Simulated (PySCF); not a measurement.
Computed with PBE-D3(BJ)/def2-TZVP // PBE0-D4/def2-TZVP run with PySCF. Isolated molecules, 0 K electronic values unless said otherwise. One relaxed conformer stands for a flexible species; it need not be the lowest. Delta-SCF ions had no search for a lower state. Excitations are Tamm–Dancoff values on a coarser integration grid. The basis has no diffuse functions, so Rydberg states are missing or too high.

Reference species (SMILES): `B/C=C/C(=C)N` (neutral, multiplicity 1).

```yaml
vertical ionisation energy (Delta-SCF): 8.31 eV
S1–T1 gap (TDA): 1.14 eV
T1 excitation (TDA): 2.07 eV
brightest of the four lowest singlets (TDA): 5.20 eV
```

Changed species: `B/C(C=C)=C/N`.

### Question
Predict the effect on the vertical ionisation energy (Delta-SCF), S1–T1 gap (TDA), T1 excitation (TDA) and brightest of the four lowest singlets (TDA).

### Answer
the vertical ionisation energy (Delta-SCF) drops by 0.42 eV, to 7.89 eV; the S1–T1 gap (TDA) rises by 0.22 eV, to 1.36 eV; the T1 excitation (TDA) rises by 0.80 eV, to 2.87 eV; the brightest of the four lowest singlets (TDA) decreases by 0.04 eV, to 5.16 eV.
